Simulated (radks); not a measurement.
Question: All-electron atom: Ir LIV in [Ar] 3d6 (the NIST ground configuration). All-electron calculation, Dirac Kohn-Sham, relativistic LDA (MacDonald-Vosko exchange, VWN5 correlation), spin-unpolarised, spherical densities, finite nucleus; open shells fill j = l - 1/2 first; Fermi nuclear charge, rms radius 5.4032 fm. Program: a radial shooting solver on a logarithmic mesh with Libxc functionals. Some entries of the table are withheld. Estimate them.

| orbital | occ. | eigenvalue (hartree) | <1/r> (bohr^-1) | <r^2> (bohr^2) |
|---|---|---|---|---|
| 1s1/2 | 2 | -2895.230 | 91.70 | 0.0004233 |
| 2s1/2 | 2 | -605.1028 | 22.56 | 0.006350 |
| 2p1/2 | 2 | (1) | 22.51 | 0.004502 |
| 2p3/2 | 4 | (2) | 18.62 | 0.005664 |
| 3s1/2 | 2 | (3) | 8.660 | 0.03844 |
| 3p1/2 | 2 | -214.4109 | 8.581 | 0.03470 |
| 3p3/2 | 4 | -200.0162 | 7.557 | 0.04001 |
| 3d3/2 | 4 | (4) | (5) | 0.02990 |
| 3d5/2 | 2 | (6) | (7) | 0.03131 |

Answer: 
(1) 2p1/2 eigenvalue (hartree): -586.0406
(2) 2p3/2 eigenvalue (hartree): -526.4939
(3) 3s1/2 eigenvalue (hartree): -222.3872
(4) 3d3/2 eigenvalue (hartree): -187.6154
(5) 3d3/2 <1/r> (bohr^-1): 7.438
(6) 3d5/2 eigenvalue (hartree): -184.3645
(7) 3d5/2 <1/r> (bohr^-1): 7.201
